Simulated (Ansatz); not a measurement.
The same groups moved round the core (trisilane cyano). Gas-phase values, no solvent. One relaxed conformer stands for each flexible species; it need not be the lowest. Strings in code marks are SMILES.

Quantity: electronic energy of isomers of CH7NSi3 relative to `N#C[SiH2][SiH2][SiH3]`, in kcal/mol.

Case: `N#C[SiH]([SiH3])[SiH3]`. Geometry of `N#C[SiH]([SiH3])[SiH3]` (neutral, multiplicity 1, Å):

```xyz
12

N     -0.1733     3.2222     0.3726
C     -0.0889     2.1489    -0.0414
Si     0.0414     0.3971    -0.6345
Si     1.9572    -0.5299     0.3529
Si    -1.9362    -0.6980    -0.0061
H      0.1738     0.4698    -2.1083
H      1.7923    -0.5137     1.8239
H      3.1604     0.2425    -0.0300
H      2.0928    -1.9303    -0.1133
H     -2.0442    -0.6792     1.4701
H     -3.1108    -0.0282    -0.6080
H     -1.8645    -2.1012    -0.4780
```

Q: Give the electronic energy of isomers of CH7NSi3 relative to `N#C[SiH2][SiH2][SiH3]` at the level frozen-core MP2/cc-pVTZ // B3LYP-D3(BJ)/def2-TZVP (Ansatz, a program for electronic structure).

A: -0.04 kcal/mol.
